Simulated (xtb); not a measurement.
C3H7, doublet, from a rough starting geometry; xtb with GFN2-xTB.

xtb was given this input:
```
$ xtb mol.xyz --gfn 2 --uhf 1 --opt vtight --json

# file mol.xyz
10

C      1.38374754     0.34954936     0.11800511
C      0.11579894    -0.42619636    -0.37085607
C     -1.16097063     0.10461826     0.18998541
H      2.38183069    -0.14940083     0.31665822
H      1.25794598     1.36277751     0.19997625
H      0.10482233    -0.36378864    -1.48551196
H      0.31113644    -1.51469177    -0.11891933
H     -1.10548367    -0.00339311     1.25037853
H     -1.96794135    -0.47126467    -0.11302996
H     -1.26109900     1.19171084     0.03141333
```

Task: Write the output that xtb gives for this input, abridged.

Result: 
```
   ID    Z sym.   atoms
    1    6 C      1-3
    2    1 H      4-10

           -------------------------------------------------
          |                Calculation Setup                |
           -------------------------------------------------

           -------------------------------------------------
          |                 G F N 2 - x T B                 |
           -------------------------------------------------

          ...................................................
          :                      SETUP                      :
          :.................................................:
          :  # basis functions                  19          :
          :  # atomic orbitals                  19          :
          :  # shells                           13          :
          :  # electrons                        19          :
          :  max. iterations                   250          :
          :  Hamiltonian                  GFN2-xTB          :
          :  restarted?                      false          :
          :  GBSA solvation                  false          :
          :  PC potential                    false          :
          :  electronic temp.          300.0000000     K    :
          :  accuracy                    1.0000000          :
          :  -> integral cutoff          0.2500000E+02      :
          :  -> integral neglect         0.1000000E-07      :
          :  -> SCF convergence          0.1000000E-05 Eh   :
          :  -> wf. convergence          0.1000000E-03 e    :
          :  Broyden damping             0.4000000          :
          :  net charge                          0          :
          :  unpaired electrons                  1          :
          ...................................................

 iter      E             dE          RMSdq      gap      omega  full diag
   1    -10.0131694 -0.100132E+02  0.329E+00    9.31       0.0  T
   2    -10.0374717 -0.243022E-01  0.185E+00    9.33       1.0  T
   3    -10.0380014 -0.529702E-03  0.799E-01    9.46       1.0  T
   4    -10.0381618 -0.160421E-03  0.153E-01    9.34       1.0  T
   5    -10.0382530 -0.912447E-04  0.604E-02    9.37       1.0  T
   6    -10.0382535 -0.449389E-06  0.850E-03    9.36       3.7  T
   7    -10.0382535 -0.433616E-07  0.236E-03    9.36      13.4  T
   8    -10.0382535 -0.253481E-08  0.351E-04    9.36      90.2  T
   9    -10.0382535 -0.105398E-09  0.143E-04    9.36     221.6  T

[...]
 * total energy  :    -9.8995330 Eh     change       -0.4925729E-06 Eh
 * total energy  :    -9.8995332 Eh     change       -0.2536737E-06 Eh
 * total energy  :    -9.8995335 Eh     change       -0.2968950E-06 Eh
 * total energy  :    -9.8995342 Eh     change       -0.6504342E-06 Eh
 * total energy  :    -9.8995354 Eh     change       -0.1216604E-05 Eh
 * total energy  :    -9.8995362 Eh     change       -0.7992968E-06 Eh
 * total energy  :    -9.8995367 Eh     change       -0.5567716E-06 Eh
 * total energy  :    -9.8995375 Eh     change       -0.7232683E-06 Eh
 * total energy  :    -9.8995378 Eh     change       -0.3965350E-06 Eh
 * total energy  :    -9.8995381 Eh     change       -0.2449097E-06 Eh
 * total energy  :    -9.8995382 Eh     change       -0.1473123E-06 Eh
 * total energy  :    -9.8995383 Eh     change       -0.9613283E-07 Eh
   *** GEOMETRY OPTIMIZATION CONVERGED AFTER 34 ITERATIONS ***
         :: total energy              -9.899538335749 Eh    ::
[...]
     5   1 H        0.926     0.035     2.520     2.482
     6   1 H        0.923     0.046     2.369     2.407
     7   1 H        0.923     0.045     2.380     2.413
     8   1 H        0.925     0.038     2.477     2.461
     9   1 H        0.925     0.031     2.570     2.507
    10   1 H        0.925     0.038     2.476     2.461

 Mol. C6AA /au·bohr⁶  :        672.244815
 Mol. C8AA /au·bohr⁸  :      14035.809657
 Mol. α(0) /au        :         39.724057

Wiberg/Mayer (AO) data.
largest (>0.10) Wiberg bond orders for each atom

 ---------------------------------------------------------------------------
     #   Z sym  total        # sym  WBO       # sym  WBO       # sym  WBO
 ---------------------------------------------------------------------------
     1   6 C    3.184 --     2 C    1.109     4 H    0.985     5 H    0.985
     2   6 C    3.999 --     1 C    1.109     3 C    1.017     7 H    0.938
                             6 H    0.933
     3   6 C    3.997 --     2 C    1.017     9 H    0.988     8 H    0.988
                            10 H    0.988
     4   1 H    0.999 --     1 C    0.985
     5   1 H    0.999 --     1 C    0.985
     6   1 H    0.996 --     2 C    0.933
     7   1 H    0.996 --     2 C    0.938
     8   1 H    0.999 --     3 C    0.988
     9   1 H    0.999 --     3 C    0.988
    10   1 H    0.999 --     3 C    0.988
 ---------------------------------------------------------------------------

Topologies differ in total number of bonds
Writing topology from bond orders to xtbtopo.mol

molecular dipole:
                 x           y           z       tot (Debye)
 q only:       -0.145      -0.091      -0.056
   full:       -0.156      -0.112      -0.074       0.523
molecular quadrupole (traceless):
                xx          xy          yy          xz          yz          zz
 q only:       -0.342      -0.193       0.262      -0.116       0.272       0.080
  q+dip:       -0.694      -0.150       0.648      -0.046       0.669       0.045
   full:       -0.594      -0.208       0.473      -0.102       0.429       0.121

optimized geometry written to: xtbopt.xyz

           -------------------------------------------------
          | TOTAL ENERGY               -9.899538335749 Eh   |
          | GRADIENT NORM               0.000022377842 Eh/α |
          | HOMO-LUMO GAP              11.139865602373 eV   |
           -------------------------------------------------

normal termination of xtb
```
